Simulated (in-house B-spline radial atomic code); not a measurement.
# Solving the quasi-particle equation for 3p of K+

Configuration [Ne] 3s2 3p6, start PBE0; correlation leaves out the 3 deepest shells. Computed with an all-electron radial atomic-structure program (B-spline basis): all electrons, scalar-relativistic (spin-free one-electron X2C), finite nucleus, each spin shell either full or empty, empty states to l = 9 with an (l + 1/2)⁻⁴ tail; G0W0 by contour deformation at full frequency.

At the mean-field level ε = -26.906 eV the matrix elements are Σx = -27.868 eV, v_xc = -23.074 eV and Σc(ε) = -0.236 eV, and the slope of the correlation self-energy is dΣc/dω = -0.0745. The quasi-particle energy solves E = ε + Σx − v_xc + Σc(E).

(1) What does the linearised equation give?

(2) How does that compare with the full solution and with static screening?

## Answers

(1) Z = 1/(1 − dΣc/dω) = 1/1.0745 = 0.9307. The first-order shift is Σx − v_xc + Σc(ε) = -27.868 − (-23.074) + (-0.236) = -5.030 eV, so E ≈ ε + Z × shift = -26.906 + 0.9307 × (-5.030) = -31.587 eV.

(2) Solving the equation at full frequency dependence gives E = -31.564 eV, where Σc = 0.135 eV and the weight is 0.921; the linearised value is off by 23 meV. Leaving Z out would give -31.936 eV. Static COHSEX puts -2.817 eV in place of Σc and gives -34.517 eV, 2.95 eV deeper. The tabulated removal energy is 31.625 eV (NIST, measured); the run leaves out spin-orbit coupling, Breit and QED terms.
